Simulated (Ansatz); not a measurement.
Ansatz (a quantum-chemistry and plane-wave program) input (HF/6-31G*):

Ansatz 0.2 input:
```yaml
crystal:
  periodic: [false, false, false]
  atoms:
    - {symbol: S, position_ang: [1.18037200, -1.81744600, 0.12292600]}
    - {symbol: Si, position_ang: [0.23250500, 0.03540000, 0.05391900]}
    - {symbol: S, position_ang: [-2.03967100, -0.22093500, -0.51317400]}
    - {symbol: Cl, position_ang: [-0.00373300, 0.83186300, 1.87743900]}
    - {symbol: Cl, position_ang: [0.77946500, 1.29693000, -1.40771300]}
    - {symbol: H, position_ang: [1.47834800, -1.80806000, -1.19259200]}
    - {symbol: H, position_ang: [-1.87268700, -0.99675700, -1.60616200]}
    - {symbol: H, position_ang: [-2.29938300, -1.26616500, 0.30251800]}
basis:
  gaussian:
    orbitals: 6-31G*
hamiltonian:
  xc: {name: HF}
total_charge: 1
relax: {f_tol: 0.003, max_steps: 120}
```

Output:

```
Functional definition: HF
integrals: 0.04 GiB planned
1009 factors; integrals over basis functions are off by at most 6.3e-4 eV
mean field: 0.43 GiB planned
mean field evaluation 1: about -54542.8387 eV, gradient 2.5e1 eV
mean field evaluation 2: about -54542.9584 eV, gradient 2.5e1 eV
mean field evaluation 4: about -54545.2904 eV, gradient 2.8e0 eV
mean field evaluation 8: about -54545.3313 eV, gradient 1.7e-1 eV
mean field -54545.33151077 eV, -2004.5039608674 hartree, gradient 2.0e-5 eV, S^2 0.000000; 0 other end points of the search recorded, 0 dependent functions left out
the calculation of the forces begins
reference -54545.33151077 eV, -2004.5039608674 hartree; 41, 41 occupied and 60, 60 virtual orbitals, 1009 factors
relax step   1: F+E_penalty+E_count = -54545.33151077 eV  Δ(F+E_penalty+E_count) = +0.000e0 eV  max|allowed force component| = 1.248e0 eV/Å  Δτ_max = 0.0000 Å  (35 SCF iters, accepted)
these checks for a lower state are left out or cut short: starts, cluster_reference, orbital_swaps, neighbouring_geometries, increment
integrals: 0.04 GiB planned
1009 factors; integrals over basis functions are off by at most 6.7e-4 eV
mean field: 0.43 GiB planned
mean field evaluation 16: about -54545.2153 eV, gradient 9.3e-4 eV
mean field -54545.21529589 eV, -2004.4996900492 hartree, gradient 2.9e-5 eV, S^2 0.000000; 0 other end points of the search recorded, 0 dependent functions left out
the calculation of the forces begins
reference -54545.21529589 eV, -2004.4996900492 hartree; 41, 41 occupied and 60, 60 virtual orbitals, 1009 factors
relax step   2: F+E_penalty+E_count = -54545.21529589 eV  Δ(F+E_penalty+E_count) = +1.162e-1 eV  max|allowed force component| = 1.192e0 eV/Å  Δτ_max = 0.1931 Å  (31 SCF iters, rejected (line search))
these checks for a lower state are left out or cut short: starts, cluster_reference, orbital_swaps, neighbouring_geometries, increment
integrals: 0.04 GiB planned
1009 factors; integrals over basis functions are off by at most 6.5e-4 eV
mean field: 0.43 GiB planned
mean field -54545.35807204 eV, -2004.5049369759 hartree, gradient 2.1e-5 eV, S^2 0.000000; 0 other end points of the search recorded, 0 dependent functions left out
the calculation of the forces begins
reference -54545.35807204 eV, -2004.5049369759 hartree; 41, 41 occupied and 60, 60 virtual orbitals, 1009 factors
relax step   3: F+E_penalty+E_count = -54545.35807204 eV  Δ(F+E_penalty+E_count) = -2.656e-2 eV  max|allowed force component| = 8.590e-1 eV/Å  Δτ_max = 0.0939 Å  (32 SCF iters, accepted)
these checks for a lower state are left out or cut short: starts, cluster_reference, orbital_swaps, neighbouring_geometries, increment
integrals: 0.04 GiB planned
1009 factors; integrals over basis functions are off by at most 6.0e-4 eV
mean field: 0.43 GiB planned
mean field evaluation 32: about -54545.3338 eV, gradient 2.0e-5 eV
mean field -54545.33382838 eV, -2004.5040460378 hartree, gradient 2.5e-5 eV, S^2 0.000000; 0 other end points of the search recorded, 0 dependent functions left out
the calculation of the forces begins
reference -54545.33382838 eV, -2004.5040460378 hartree; 41, 41 occupied and 60, 60 virtual orbitals, 1009 factors
relax step   4: F+E_penalty+E_count = -54545.33382838 eV  Δ(F+E_penalty+E_count) = +2.424e-2 eV  max|allowed force component| = 1.138e0 eV/Å  Δτ_max = 0.1000 Å  (31 SCF iters, rejected (line search))
these checks for a lower state are left out or cut short: starts, cluster_reference, orbital_swaps, neighbouring_geometries, increment
integrals: 0.04 GiB planned
1009 factors; integrals over basis functions are off by at most 6.3e-4 eV
mean field: 0.43 GiB planned
mean field -54545.38322108 eV, -2004.5058611859 hartree, gradient 2.0e-5 eV, S^2 0.000000; 0 other end points of the search recorded, 0 dependent functions left out
the calculation of the forces begins
reference -54545.38322108 eV, -2004.5058611859 hartree; 41, 41 occupied and 60, 60 virtual orbitals, 1009 factors
relax step   5: F+E_penalty+E_count = -54545.38322108 eV  Δ(F+E_penalty+E_count) = -2.515e-2 eV  max|allowed force component| = 1.543e-1 eV/Å  Δτ_max = 0.0325 Å  (32 SCF iters, accepted)
these checks for a lower state are left out or cut short: starts, cluster_reference, orbital_swaps, neighbouring_geometries, increment
integrals: 0.04 GiB planned
1009 factors; integrals over basis functions are off by at most 6.3e-4 eV
mean field: 0.43 GiB planned
mean field -54545.38340405 eV, -2004.5058679100 hartree, gradient 2.0e-5 eV, S^2 0.000000; 0 other end points of the search recorded, 0 dependent functions left out
the calculation of the forces begins
reference -54545.38340405 eV, -2004.5058679100 hartree; 41, 41 occupied and 60, 60 virtual orbitals, 1009 factors
relax step   6: F+E_penalty+E_count = -54545.38340405 eV  Δ(F+E_penalty+E_count) = -1.830e-4 eV  max|allowed force component| = 4.627e-2 eV/Å  Δτ_max = 0.0329 Å  (32 SCF iters, accepted)
these checks for a lower state are left out or cut short: starts, cluster_reference, orbital_swaps, neighbouring_geometries, increment
integrals: 0.04 GiB planned
1009 factors; integrals over basis functions are off by at most 6.3e-4 eV
mean field: 0.43 GiB planned
mean field -54545.38416999 eV, -2004.5058960579 hartree, gradient 2.0e-5 eV, S^2 0.000000; 0 other end points of the search recorded, 0 dependent functions left out
the calculation of the forces begins
reference -54545.38416999 eV, -2004.5058960579 hartree; 41, 41 occupied and 60, 60 virtual orbitals, 1009 factors
relax step   7: F+E_penalty+E_count = -54545.38416999 eV  Δ(F+E_penalty+E_count) = -7.659e-4 eV  max|allowed force component| = 2.180e-2 eV/Å  Δτ_max = 0.0266 Å  (33 SCF iters, accepted)
these checks for a lower state are left out or cut short: starts, cluster_reference, orbital_swaps, neighbouring_geometries, increment
integrals: 0.04 GiB planned
1009 factors; integrals over basis functions are off by at most 6.3e-4 eV
mean field: 0.43 GiB planned
mean field -54545.38418040 eV, -2004.5058964402 hartree, gradient 1.0e-5 eV, S^2 0.000000; 0 other end points of the search recorded, 0 dependent functions left out
the calculation of the forces begins
reference -54545.38418040 eV, -2004.5058964402 hartree; 41, 41 occupied and 60, 60 virtual orbitals, 1009 factors
relax step   8: F+E_penalty+E_count = -54545.38418040 eV  Δ(F+E_penalty+E_count) = -1.040e-5 eV  max|allowed force component| = 1.296e-2 eV/Å  Δτ_max = 0.0037 Å  (27 SCF iters, accepted)
these checks for a lower state are left out or cut short: starts, cluster_reference, orbital_swaps, neighbouring_geometries, increment
integrals: 0.04 GiB planned
1009 factors; integrals over basis functions are off by at most 6.3e-4 eV
mean field: 0.43 GiB planned
mean field evaluation 64: about -54545.3842 eV, gradient 3.1e-4 eV
mean field -54545.38417837 eV, -2004.5058963659 hartree, gradient 9.0e-6 eV, S^2 0.000000; 0 other end points of the search recorded, 0 dependent functions left out
the calculation of the forces begins
reference -54545.38417837 eV, -2004.5058963659 hartree; 41, 41 occupied and 60, 60 virtual orbitals, 1009 factors
relax step   9: F+E_penalty+E_count = -54545.38417837 eV  Δ(F+E_penalty+E_count) = +2.024e-6 eV  max|allowed force component| = 1.848e-2 eV/Å  Δτ_max = 0.0073 Å  (26 SCF iters, rejected (line search))
these checks for a lower state are left out or cut short: starts, cluster_reference, orbital_swaps, neighbouring_geometries, increment
integrals: 0.04 GiB planned
1009 factors; integrals over basis functions are off by at most 6.3e-4 eV
mean field: 0.43 GiB planned
mean field -54545.38422703 eV, -2004.5058981540 hartree, gradient 1.8e-5 eV, S^2 0.000000; 0 other end points of the search recorded, 0 dependent functions left out
the calculation of the forces begins
reference -54545.38422703 eV, -2004.5058981540 hartree; 41, 41 occupied and 60, 60 virtual orbitals, 1009 factors
relax step  10: F+E_penalty+E_count = -54545.38422703 eV  Δ(F+E_penalty+E_count) = -4.663e-5 eV  max|allowed force component| = 3.087e-3 eV/Å  Δτ_max = 0.0033 Å  (25 SCF iters, accepted)
these checks for a lower state are left out or cut short: starts, cluster_reference, orbital_swaps, neighbouring_geometries, increment
integrals: 0.04 GiB planned
1009 factors; integrals over basis functions are off by at most 6.3e-4 eV
mean field: 0.43 GiB planned
mean field -54545.38422789 eV, -2004.5058981857 hartree, gradient 3.9e-5 eV, S^2 0.000000; 0 other end points of the search recorded, 0 dependent functions left out
the calculation of the forces begins
reference -54545.38422789 eV, -2004.5058981857 hartree; 41, 41 occupied and 60, 60 virtual orbitals, 1009 factors
relax step  11: F+E_penalty+E_count = -54545.38422789 eV  Δ(F+E_penalty+E_count) = -8.627e-7 eV  max|allowed force component| = 8.573e-4 eV/Å  Δτ_max = 0.0007 Å  (22 SCF iters, accepted)
integrals: 0.04 GiB planned
1009 factors; integrals over basis functions are off by at most 6.3e-4 eV
mean field: 0.43 GiB planned
mean field -54545.38422789 eV, -2004.5058981857 hartree, gradient 3.9e-5 eV, S^2 0.000000; 1 other end points of the search recorded, 0 dependent functions left out
the calculation of the forces begins
reference -54545.38422789 eV, -2004.5058981857 hartree; 41, 41 occupied and 60, 60 virtual orbitals, 1009 factors
Total energy: -54545.38422789 eV, -2004.5058981857 hartree
Atom 0 at     1.205698    -1.803318     0.106615 Å, force    -0.000258    -0.000282     0.000857 eV/Å
Atom 1 at     0.224118     0.038279     0.050101 Å, force    -0.000038    -0.000289     0.000199 eV/Å
Atom 2 at    -2.021604    -0.249465    -0.507013 Å, force    -0.000115    -0.000288     0.000274 eV/Å
Atom 3 at     0.008053     0.829439     1.874919 Å, force     0.000240     0.000025    -0.000012 eV/Å
Atom 4 at     0.776699     1.306749    -1.399992 Å, force    -0.000063     0.000545    -0.000528 eV/Å
Atom 5 at     1.552935    -1.842121    -1.175856 Å, force     0.000258     0.000043    -0.000484 eV/Å
Atom 6 at    -1.934161    -0.977054    -1.614514 Å, force     0.000144     0.000265    -0.000243 eV/Å
Atom 7 at    -2.356521    -1.247678     0.302902 Å, force    -0.000168    -0.000020    -0.000064 eV/Å
Dipole moment:    -0.871966    -0.669514    -0.544089 e Å
```

The dipole moment of an ion depends on the origin.

The geometry given is a B3LYP-D3(BJ)/def2-TZVP minimum.
